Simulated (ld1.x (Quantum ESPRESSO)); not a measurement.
## Before and after: TM potential for gallium (Ga)

```json
{"Element": "gallium", "Generator": "ld1.x (Quantum ESPRESSO) 7.5", "Type": "norm-conserving Troullier–Martins (Kleinman–Bylander form)", "Functional": "revPBE", "Relativity": "scalar-relativistic", "Frozen core": "[Ar] 3d10", "Valence charge": "3", "Reference configuration": "4s1 4p0 (charge +2)", "Partial waves": "4p (bound, empty): rc 1.55 bohr; 4d channel at 0.5 Ry: rc 1.20 bohr; 4s (bound): rc 1.50 bohr", "Local potential": "the s channel", "Core correction": "Bessel-smoothed model core inside 0.80 bohr"}
```

Change: core correction none.

Cutoffs: the cutoffs (Ry, on a coarse ladder) from which the occupation-weighted sum of valence levels, in a spherical-Bessel basis at the reference potential, stays within 10 and 1 mRy of its value at 400 Ry; they do not see the model core or the augmentation charge, which bear on the density cutoff. Errors are all-electron minus pseudo energies relative to the spin-unpolarised reference configuration.

Q: What does the change do?

A: The potential gets neither clearly harder nor softer (21 Ry and 40 Ry → 21 Ry and 40 Ry); both files keep a bound ghost (p); of the 7 tests that both files solve, the error grows in 6 and shrinks in 0 by more than 15 % and 0.3 meV (median size 95.9 → 209.7 meV). Exchange and correlation are not linear in the density, so unscreening with the valence charge alone errs where core and valence overlap; a model core restores that term.

```tsv
quantity	base	changed
cutoff, loose	21 Ry	21 Ry
cutoff, tight	40 Ry	40 Ry
bound ghosts	p	p
error for 4s2 4p1, meV [ΔE -26.60 eV]	-157	+210
error for 4s2 4p0, meV [ΔE -20.98 eV]	-96	+101
error for 4s2 4p0.5, meV [ΔE -24.60 eV]	-134	+158
error for 4s1 4p1, meV [ΔE -13.63 eV]	-35	+119
error for 4s2 4p1.3, meV [ΔE -27.12 eV]	-163	+234
error for 4s1 4p2, meV [ΔE -20.09 eV]	-76	+254
error for 4s0 4p3, meV [ΔE -13.30 eV]	-29	+368
s: phases at 1.71 bohr within 0.05 rad from the reference energy up to (Ry; the scan ends near 5)	3.1	3.1
p: phases at 1.71 bohr within 0.05 rad from the reference energy up to (Ry; the scan ends near 5)	to the end of the scan	to the end of the scan
d: phases at 1.71 bohr within 0.05 rad from the reference energy up to (Ry; the scan ends near 5)	1.6	1.6
```

Base: The cutoffs count occupied waves only; the empty 4p level needs 35 Ry at the loose tolerance. Changed file: The cutoffs count occupied waves only; the empty 4p level needs 35 Ry at the loose tolerance. A true bound ghost makes a file unfit for plane-wave use even where its test errors are small: the radial tests pick states by their node count and pass the ghost by.
